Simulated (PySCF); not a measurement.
Several orderings of computed values.

Each SMILES stands for a single optimised conformer of the isolated species, non-relativistic unless stated; the electronic structure was computed with PySCF and density fitting.

Dipoles, sizes and rotational constants follow the conformer. The torsions of the flexible species, by atom-mapped SMILES:
- `[CH3:1][O:2][CH2:3][CH2:4][CH2:5][OH:6]`: C1–O2–C3–C4 -178°, O2–C3–C4–C5 66°, C3–C4–C5–O6 180°, H–O6–C5–C4 61°
- `[NH2:1][c:2]1[cH:3][cH:4][s:5][cH:6]1`: H–N1–C2–C3 -163°, H–N1–C2–C3 -30°
- `[CH3:1][CH2:2]/[C:3](=[CH:4]/[C:5]#[N:6])[C:7](=[O:8])[OH:9]`: C1–C2–C3–C4 105°, C2–C3–C7–O8 -25°, H–O9–C7–C3 178°
- `[CH3:1]/[CH:2]=[C:3](/[CH3:4])[CH2:5][F:6]`: C2–C3–C5–F6 128°
- `[CH3:1]/[CH:2]=[CH:3]/[C@@H:4]([CH3:5])[F:6]`: C2–C3–C4–C5 -112°
- `[CH3:1][C@H:2]([C:3]#[C:4][C:5]#[N:6])[C:7]([F:8])([F:9])[F:10]`: C1–C2–C7–F8 -178°
- `[CH3:1]/[CH:2]=[CH:3]\[C@H:4]([CH3:5])[F:6]`: C2–C3–C4–C5 -85°
- `[N:1]#[C:2][C@@:3]12[CH2:4][C@@H:5]1[C@@H:6]2[C:7]([F:8])([F:9])[F:10]`: C5–C6–C7–F8 145°
- `[CH2:1]=[CH:2][C@H:3]([CH3:4])[CH2:5][F:6]`: C1–C2–C3–C4 -117°, C2–C3–C5–F6 61°

The conformers of `FC1CCCC1` aren't listed.

(1) Rank by dipole moment, highest first (CAM-B3LYP/def2-SVPD at GFN2-xTB geometries).
A. `C(OC)CCO`
B. `Nc1ccsc1`
C. `CC/C(C(O)=O)=C/C#N`
D. `C/C=C(/C)CF`

(2) By how much do the two ends of that ranking differ?

(3) Rank by HOMO energy, lowest first (CAM-B3LYP/def2-SVPD at GFN2-xTB geometries).
A. `Nc1ccsc1`
B. `C[C@H](C#CC#N)C(F)(F)F`
C. `N#C[C@@]12C[C@@H]1[C@@H]2C(F)(F)F`
D. `C/C=C\[C@H](C)F`
E. `FC1CCCC1`
F. `C/C=C/[C@@H](C)F`
G. `CC/C(=C/C#N)C(=O)O`
H. `COCCCO`

(4) By how much do the two ends of that ranking differ?

(5) Rank by electronic spatial extent ⟨r²⟩ about the centre of nuclear charge, lowest first (CAM-B3LYP/def2-SVPD at GFN2-xTB geometries).
A. `C[C@H](C#CC#N)C(F)(F)F`
B. `s1cc(N)cc1`
C. `CC/C(=C/C#N)C(=O)O`
D. `FC[C@H](C=C)C`
E. `F[C@H](C)/C=C/C`
F. `C(F)(F)([C@H]1[C@@H]2[C@]1(C2)C#N)F`
G. `COCCCO`
H. `C/C=C\[C@H](C)F`

(6) Give the two extremes of that set in Å².

(7) Rank by static isotropic polarisability, lowest first (CAM-B3LYP/def2-SVPD at GFN2-xTB geometries).
A. `C1CCC(F)C1`
B. `NC1=CSC=C1`
C. `C[C@H](C#CC#N)C(F)(F)F`
D. `COCCCO`
E. `C/C=C\[C@H](C)F`
F. `O=C(O)/C(=C\C#N)CC`

(8) By how much do the two ends of that ranking differ?

(9) Rank by lowest singlet excitation, lowest first (TDDFT CAM-B3LYP/def2-SVPD at GFN2-xTB geometries).
A. `COCCCO`
B. `CC/C(=C/C#N)C(=O)O`
C. `C1CCCC1F`
D. `C(#N)C#C[C@@H](C)C(F)(F)F`
E. `C/C=C/[C@@H](C)F`
F. `C=C[C@H](C)CF`

(10) By how much do the two ends of that ranking differ?

(11) Rank by HOMO–LUMO gap, highest first (CAM-B3LYP/def2-SVPD at GFN2-xTB geometries).
A. `C1(F)CCCC1`
B. `C/C=C\[C@H](C)F`
C. `C[C@H](C#CC#N)C(F)(F)F`
D. `CC/C(C(=O)O)=C/C#N`
E. `C(CO)COC`
F. `Nc1ccsc1`

(12) Give the two extremes of that set in kcal/mol.

Answers

(1) C (3.35 D), A (2.29 D), D (2.03 D), B (1.85 D).

(2) By 1.50 D, between `CC/C(=C/C#N)C(=O)O` and `Nc1ccsc1`.

(3) E (-10.41 eV), B (-10.14 eV), C (-9.73 eV), G (-9.58 eV), H (-8.92 eV), D (-8.71 eV), F (-8.58 eV), A (-7.07 eV).

(4) By 3.34 eV, between `Nc1ccsc1` and `FC1CCCC1`.

(5) B (634 bohr²), D (666 bohr²), H (708 bohr²), E (767 bohr²), G (880 bohr²), C (1256 bohr²), F (1367 bohr²), A (1748 bohr²).

(6) `Nc1ccsc1`: 177 Å²; `C[C@H](C#CC#N)C(F)(F)F`: 489 Å².

(7) A (57.4 au), D (61.0 au), E (62.6 au), B (71.6 au), C (79.8 au), F (84.6 au).

(8) By 27.2 au, between `CC/C(=C/C#N)C(=O)O` and `FC1CCCC1`.

(9) B (4.91 eV), D (5.19 eV), A (6.95 eV), E (7.07 eV), F (7.46 eV), C (8.76 eV).

(10) By 3.85 eV, between `FC1CCCC1` and `CC/C(=C/C#N)C(=O)O`.

(11) A (11.75 eV), E (10.27 eV), B (9.91 eV), C (9.63 eV), D (8.18 eV), F (7.96 eV).

(12) `Nc1ccsc1`: 184 kcal/mol; `FC1CCCC1`: 271 kcal/mol.
